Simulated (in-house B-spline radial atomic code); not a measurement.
## RPA and G0W0 on SCAN: O⁺

Configuration [He] 2s2 2p3, highest spin, mean-field start SCAN. Computed with an all-electron radial atomic-structure program (B-spline basis): all electrons, scalar-relativistic (spin-free one-electron X2C), finite nucleus, each spin shell either full or empty, empty states to l = 9 with an (l + 1/2)⁻⁴ tail; G0W0 by contour deformation at full frequency.

Command:
```bash
python run_gw.py task.json out
```
Settings (radii: box in bohr, nucleus in fm):
```
Z                        8
electrons                7
configuration            [He] 2s2 2p3
hamiltonian              x2c
method                   scan,scan
lmax                     9
rms_radius               2.6991
spin_polarised           True
box_radius               23.78
intervals                72
```

Time taken, with all properties: 1.8 s on 1 thread of Arm Neoverse N1, on a shared host.

Energies (hartree):

```json
{"term": "mean-field total", "value": "-74.62241"}
{"term": "Hartree-Fock functional on these orbitals", "value": "-74.42745"}
{"term": "direct second order", "value": "-0.39623"}
{"term": "second-order exchange", "value": "0.18487"}
{"term": "SOSEX correction", "value": "0.16157"}
```

Task: What is the RPA correlation energy, and what remains with SOSEX?

Result: RPA gives -0.33859 hartree (-1.32 eV per electron); RPA + SOSEX gives -0.17703, and the second-order doubles -0.21136 hartree (no singles). SOSEX takes back 48 % of the RPA value.

Quasi-particle levels (eV):

| level | occupied | mean field | Σx - vxc | Σc | QP weight | G0W0 |
| --- | --- | --- | --- | --- | --- | --- |
| 2p up | yes | -27.322 | -8.86 | ? | ? | ? |
| 2s down | yes | -35.73 | -6.06 | -1.31 | 0.916 | -43.10 |
| 2p down | no | -19.462 | 9.93 | -3.93 | 0.925 | -13.456 |

G0W0 = mean field + (Σx - vxc) + Σc, with Σc (partial-wave tail included) taken at the quasi-particle energy. Levels of low weight are left out.

Task: Where does G0W0 put 2p up?

Result: At -34.64 eV, with Σc = 1.54 eV and a quasi-particle weight of 0.908. The tabulated removal energy is 35.121 eV (NIST, measured).
